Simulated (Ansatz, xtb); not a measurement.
Relative energy of two isomers of C5H8OSi

Structure I: `C#C[C@@H]1CO[C@@H]1[SiH3]`, a singlet. Structure II: `C#C[C@@H]1CO[C@H]1[SiH3]`, a singlet. Both are isolated molecules in the gas phase, relaxed with B3LYP-D3(BJ)/def2-SVP.

Quicker runs give these differences E(II) − E(I): GFN2-xTB −0.13 kcal/mol; HF/STO-3G −0.56 kcal/mol (at GFN2-xTB geometries); r2SCAN-D4/def2-SVP +0.34 kcal/mol (at GFN2-xTB geometries).

Task: Estimate E(II) − E(I) at the level CCSD(T)/def2-SVP + ΔMP2/def2-TZVPP.

Result: Too close to call at this level: CCSD(T)/def2-SVP + ΔMP2/def2-TZVPP gives E(II) − E(I) = −0.08 kcal/mol.

Level by level:

| level | geometry | E(II) − E(I) (kcal/mol) | departure from the last row (kcal/mol) | job, with rough time for the two |
| --- | --- | --- | --- | --- |
| GFN2-xTB | GFN2-xTB | −0.13 | −0.05 | optimisation, 0.71 s |
| HF/STO-3G | GFN2-xTB | −0.56 | −0.49 | single point, 1.6 s |
| r2SCAN-D4/def2-SVP | GFN2-xTB | +0.34 | +0.42 | single point, 13 s |
| B3LYP-D3(BJ)/def2-SVP | B3LYP-D3(BJ)/def2-SVP | +0.24 | +0.31 | optimisation, 3.8 min |
| HF/def2-SVP | B3LYP-D3(BJ)/def2-SVP | −0.73 | −0.66 | part of the CCSD(T) run |
| MP2/def2-SVP | B3LYP-D3(BJ)/def2-SVP | −0.03 | +0.05 | part of the CCSD(T) run |
| CCSD(T)/def2-SVP | B3LYP-D3(BJ)/def2-SVP | −0.08 | −0.01 | single point |
| CCSD(T)/def2-SVP + ΔMP2/def2-TZVPP | B3LYP-D3(BJ)/def2-SVP | −0.08 |  | single point, 4.3 min |

As drawn, both hold the same kinds of bond in the same numbers.

The largest departure from CCSD(T)/def2-SVP + ΔMP2/def2-TZVPP is that of HF/def2-SVP, 0.66 kcal/mol. The last row adds to CCSD(T) the change of the MP2 difference between the two basis sets, here +0.01 kcal/mol.

With thermal terms from frequencies at re-optimised GFN2-xTB minima (ideal gas, soft modes damped towards free rotors, one conformer each, 298.15 K, 1 atm): on the last row, ΔE + ΔZPE = −0.14, ΔH = −0.08, ΔG = −0.35 kcal/mol.

The correlated steps freeze 11 core orbitals. Run with Ansatz 0.2.0, xtb 6.7.1; the last row on 2 threads of AMD EPYC (Zen 3) on a shared host.
